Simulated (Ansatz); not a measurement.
Ansatz (a quantum-chemistry and plane-wave program) input:

Ansatz 0.2 input:
```yaml
crystal:
  periodic: [false, false, false]
  atoms:
    - {symbol: C, position_ang: [-1.07497029, -0.63877011, 0.31989680]}
    - {symbol: C, position_ang: [-0.14550954, 0.54029420, 0.10772758]}
    - {symbol: C, position_ang: [1.25391289, 0.09019719, -0.26426019]}
    - {symbol: Se, position_ang: [-0.87153125, 1.74024312, -1.28757730]}
    - {symbol: H, position_ang: [-0.70078481, -1.28254118, 1.12159000]}
    - {symbol: H, position_ang: [-1.14870083, -1.22152923, -0.59702703]}
    - {symbol: H, position_ang: [-2.07200752, -0.28992164, 0.58093055]}
    - {symbol: H, position_ang: [-0.10897796, 1.15176322, 1.01601124]}
    - {symbol: H, position_ang: [1.68048618, -0.53018899, 0.52960543]}
    - {symbol: H, position_ang: [1.22468071, -0.48637571, -1.18742391]}
    - {symbol: H, position_ang: [1.89678629, 0.95341633, -0.42369524]}
basis:
  gaussian:
    orbitals: def2-TZVP
hamiltonian:
  xc: b3lyp
  dispersion: d3bj
total_charge: -1
relax: {f_tol: 0.002, max_steps: 150}
```

Predict the final energy.

-2520.22587 Eh (B3LYP-D3(BJ)/def2-TZVP). The basis has 183 functions. The run takes very roughly 50 core-seconds.
